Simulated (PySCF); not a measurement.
Work out the structure from these simulated measurements.

Formula: C5H3FOS.

- UV, strongest line: among the 10 lowest singlet transitions: S9 at 7.59 eV (163 nm, f = 0.305) [TDDFT wB97X-D/def2-SVPD]
- Dipole: 4.33 D [wB97X-D/def2-SVPD]
- Polarisability: 78.4 au [wB97X-D/def2-SVPD]
- UV, first state: lowest singlet excitation: 5.02 eV (247 nm, f = 0.172) [TDDFT wB97X-D/def2-SVPD]
- 13C NMR: chemical shifts (computed TMS as zero) by class: 159.9 (1 C), 145.1 (1 C), 142.2 (1 C), 141.9 (1 C), 135.2 (1 C) ppm [GIAO PBE/pcSseg-2]
- Rotational structure: rotational constants A, B, C: 3.703, 1.408, 1.020 GHz [PBE0-D3(BJ)/def2-SVP]
- Triplet: lowest triplet excitation (Tamm–Dancoff): 3.38 eV [TDA wB97X-D/def2-SVPD]
- NMR, other nuclei: isotropic shieldings of nuclei other than C and H, by class: -80 (1 O), 139 (1 F), 214 (1 S) ppm [GIAO PBE/pcSseg-2]
- 1H NMR: chemical shifts (computed TMS as zero) by class: 7.86 (1 H), 7.69 (1 H), 7.28 (1 H) ppm [GIAO PBE/pcSseg-2]
- Valence photoelectron: vertical ionisation energy: 9.69 eV [ΔSCF wB97X-D/def2-SVPD]

Gas-phase values; electronic properties from PySCF, density fitting. Levels stand in brackets. The structure is a single PBE0-D3(BJ)/def2-SVP conformer in the gas phase; no vibrational or solvent corrections. NMR classes are plain means over equivalent atoms (diastereotopic ones count apart unless rotation or inversion swaps them), as if these changed places fast.

Question: What is the compound? Reason from the data.

Answer: Numbering: `[O:1]=[C:2]([F:3])[c:4]1[cH:5][cH:6][cH:7][s:8]1`. Its formula, C5H3FOS, gives 4 degrees of unsaturation: 1 ring and 3 π bonds in the structure found (Kekulé form). 5 carbons fall into 5 classes; from least to most shielded: acyl halide carbon [C2] (159.9 ppm), aromatic CH next to a ring sulfur [C7] (145.1 ppm), aromatic CH carbon [C5] (142.2 ppm), substituted aromatic carbon [C4] (141.9 ppm), aromatic CH carbon [C6] (135.2 ppm). Hydrogen classes from least to most shielded: 1 H on an aromatic CH carbon, C5 (7.86 ppm), 1 H on an aromatic CH next to a ring sulfur, C7 (7.69 ppm), 1 H on an aromatic CH carbon, C6 (7.28 ppm). The other shieldings belong to: -80 ppm, carbonyl oxygen [O1]; 139 ppm, acyl fluorine [F3]; 214 ppm, thiophene-type sulfur [S8]. S1 is mainly HOMO→LUMO (weight 0.80); the largest Löwdin shares of the orbital it empties are 0.26 on the substituted aromatic carbon, 0.25 on the aromatic CH next to a ring sulfur, 0.18 on an aromatic CH carbon and 0.09 on an aromatic CH carbon, of the orbital it fills 0.16 on the aromatic CH next to a ring sulfur, 0.15 on the thiophene-type sulfur, 0.15 on an aromatic CH carbon and 0.15 on the acyl halide carbon. The optimised geometry has point group Cs and is an asymmetric top. Structure: `O=C(F)c1cccs1`. Computed isomers that give other values at the same levels: `Fc1cc(=S)cco1` (smallest rotational constant: 0.909 GHz; this holds for the one conformer computed); `O=c1ccscc1F` (rotational constant A: 3.028 GHz; this holds for the one conformer computed). The assignments are read from this structure; whether some other isomer fits the data as well wasn't checked.

The values belong to the conformer `[O:1]=[C:2]([F:3])[c:4]1[cH:5][cH:6][cH:7][s:8]1`: O1–C2–C4–C5 179°.
